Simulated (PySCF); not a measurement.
Electron correlation in Si (silicon, neutral)

[Ne] 3s1 3p2 4s1, high-spin 5P determinant (an excited configuration). All numbers are calculated (PySCF 2.14, the non-relativistic Hamiltonian (point nucleus), in aug-cc-pV(5+d)Z (8s7p6d4f3g2h, 136 functions)). Frozen: [Ne]; 4 electrons correlated.

MP2 pair energies summed by pair of shells (mhartree):

| pair | energy | share (%) |
| --- | --- | --- |
| 3p-3p | -6.42 | 39.5 |
| 3p-4s | -4.78 | 29.4 |
| 3s-3p | -4.13 | 25.4 |
| 3s-4s | -0.92 | 5.7 |

Total MP2 correlation energy: -16.25 mhartree.

Same-spin part -16.25 and opposite-spin part 0.00 mhartree; SCS-MP2 scales them by 1/3 and 6/5 to -5.42 mhartree.
